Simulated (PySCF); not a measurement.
# Assignment exercise: C$_{6}$H$_{10}$O$_{2}$Si

Geometry (Å), atoms numbered from 1 in this order:
```xyz
19

C    -2.663    1.027    0.101
C    -1.304    0.706   -0.500
O    -1.262   -0.654   -0.862
Si   -0.063   -1.685   -1.153
C     1.090   -1.890    0.387
C     1.699   -0.641    0.706
C     2.195    0.443    0.914
C     2.718    1.731    1.181
O     2.129    2.625    1.741
H    -2.710    2.082    0.355
H    -2.820    0.438    1.001
H    -3.450    0.792   -0.610
H    -1.134    1.310   -1.399
H    -0.507    0.926    0.218
H    -0.822   -2.909   -1.351
H     0.798   -1.287   -2.270
H     0.485   -2.223    1.232
H     1.854   -2.643    0.194
H     3.756    1.863    0.811
```

- PBE0/pcSseg-1 with gauge-including orbitals
- coordinates at the GFN2-xTB level
- program: PySCF 2.14
- in vacuum, averaged over atoms made equivalent by symmetry, fast rotation or ring inversion, a single conformation, relativity neglected

Shifts are taken against calculated references (same method and geometry level): 13C, 1H against TMS.

Q: Assign these signals to the numbered atoms. 13C{1H} NMR (computed): δ 181.0, 107.5, 89.4, 64.5, 20.5, 10.3.

A: 
181.0 → C8, aldehyde carbonyl carbon: the double bond to the heteroatom, with no lone-pair donor beside it, deshields it most
107.5 → C6, alkyne carbon
89.4 → C7, alkyne carbon: sp carbons lie upfield of alkene carbons because the cylindrical π system leaves one tensor component strongly shielded
64.5 → C2, sp3 CH2 bonded to O: pulled downfield by the heteroatom
20.5 → C1, methyl carbon: a saturated carbon with 1 carbon neighbour and no heteroatom attached
10.3 → C5, propargylic sp3 CH2 bonded to Si: an electropositive neighbour leaves it electron-rich and shielded

Q: Assign these signals to the numbered atoms. 1H NMR (500 MHz, computed): δ 9.46 (s, 1H), 5.06 (t, 2H), 4.34 (q, 2H), 1.98 (t, 2H), 1.33 (t, 3H).

A: 
9.46 → H19, hydrogen on an aldehyde carbonyl carbon: the C=O anisotropy and electron withdrawal place aldehyde protons far downfield
5.06 → H15/H16, hydrogen on a silicon bonded to C, O
4.34 → H13/H14, hydrogen on an sp3 CH2 bonded to O: its carbon carries O, which withdraws density
1.98 → H17/H18, hydrogen on a propargylic sp3 CH2 bonded to Si
1.33 → H10/H11/H12, hydrogen on a methyl carbon

Shifts are as computed. Against solution values, carbons near 30 ppm lie about +3 ppm off and those near 130 ppm about +5 ppm. Of 1211 compounds with measured shifts, 218 miss one by over three times the rms of a fit or turn the order of signals round; such compounds aren't used in these exercises. Multiplicities follow the n + 1 count of equivalent neighbours, as no J values were calculated; m marks all less simple cases, F and P coupling included.
